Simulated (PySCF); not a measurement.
C₆F₆, charge -1, multiplicity 2. Atoms are numbered in the order given.

```xyz
12

F      1.3695    -2.3870    -0.2158
C      0.6877    -1.2067    -0.0422
C     -0.6877    -1.2067    -0.0422
F     -1.3695    -2.3870    -0.2158
C     -1.4121     0.0000    -0.0263
F     -2.7011     0.0000     0.5054
C     -0.6877     1.2067    -0.0422
F     -1.3695     2.3870    -0.2158
C      0.6877     1.2067    -0.0422
F      1.3695     2.3870    -0.2158
C      1.4121     0.0000    -0.0263
F      2.7011     0.0000     0.5054
```
Charge -1, spin multiplicity 2.

The structure is a stationary point at B3LYP-D3(BJ)/def2-SVPD. The multiplicity is an assumed one; no other spin state was optimised.

Level of theory: ωB97X/def2-SVPD (PySCF).

Mulliken values depend strongly on the basis, most of all with diffuse functions as here. ESP charges are fitted to the potential on shells at 1.4 to 2.0 van der Waals radii. Atomic charges (e):

| atom | ESP fit | meta-Löwdin | Mulliken | Mulliken spin |
|---|---|---|---|---|
| F1 | ___ | -0.31 | -0.53 | 0.00 |
| C2 | ___ | 0.18 | 0.36 | 0.03 |
| C3 | ___ | 0.18 | 0.36 | 0.03 |
| F4 | ___ | -0.31 | -0.53 | 0.00 |
| C5 | ___ | 0.08 | 0.31 | 0.45 |
| F6 | ___ | -0.33 | -0.49 | -0.01 |
| C7 | ___ | 0.18 | 0.36 | 0.03 |
| F8 | ___ | -0.31 | -0.53 | 0.00 |
| C9 | ___ | 0.18 | 0.36 | 0.03 |
| F10 | ___ | -0.31 | -0.53 | 0.00 |
| C11 | ___ | 0.08 | 0.31 | 0.45 |
| F12 | ___ | -0.33 | -0.49 | -0.01 |

### Question
Fill in the missing entries. (The exact figures need the calculation; the answer reports its results.)

### Answer

- F1, ESP fit: -0.21
- C2, ESP fit: 0.12
- C3, ESP fit: 0.12
- F4, ESP fit: -0.21
- C5, ESP fit: -0.14
- F6, ESP fit: -0.18
- C7, ESP fit: 0.12
- F8, ESP fit: -0.21
- C9, ESP fit: 0.12
- F10, ESP fit: -0.21
- C11, ESP fit: -0.14
- F12, ESP fit: -0.18
